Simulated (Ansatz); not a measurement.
The C4–H5 bond of CH4OPb (SMILES C[O][PbH]) is stretched (multiplicity 1, the rest rigid).
Geometry at rest (charge 0, multiplicity 1):
```xyz
7

Pb    -0.1809    -0.2465     0.3404
H     -1.2280    -0.7418    -1.1382
O      1.0053     1.0693    -0.7791
C      0.8971     1.3487    -2.1557
H      0.7105     2.4184    -2.3063
H      1.8370     1.1000    -2.6624
H      0.0880     0.7879    -2.6394
```

Frozen-core correlation. Filled d and f shells under p-block atoms count as core.

Programs: Ansatz (a quantum-chemistry and plane-wave program) with Gaussian orbitals. Each number belongs to the level named beside it. In def2 rows elements past Kr take small-core potentials, without spin–orbit coupling.

FIC-MRCISD+Q on CASSCF(2,2)/def2-TZVPP, total energies (hartree):

```csv
R (Å),CASSCF,MRCISD,weight c² of the reference
1.096,-306.931336,-307.384791,0.88309
1.919,-306.835607,-307.280388,0.88160
3.508,-306.779386,-307.218833,0.88226
```

Problem. Add the Davidson correction (E_MRCISD − E_CASSCF)(1 − c²)/c² and give the energies above the first point at the three levels.

Solution. 
Corrections (hartree): -0.060030, -0.059734, -0.058645. Above the first point (kcal/mol):
- R = 1.919 Å: CASSCF 60.1, MRCISD 65.5, with the correction 65.7
- R = 3.508 Å: CASSCF 95.4, MRCISD 104.1, with the correction 105.0
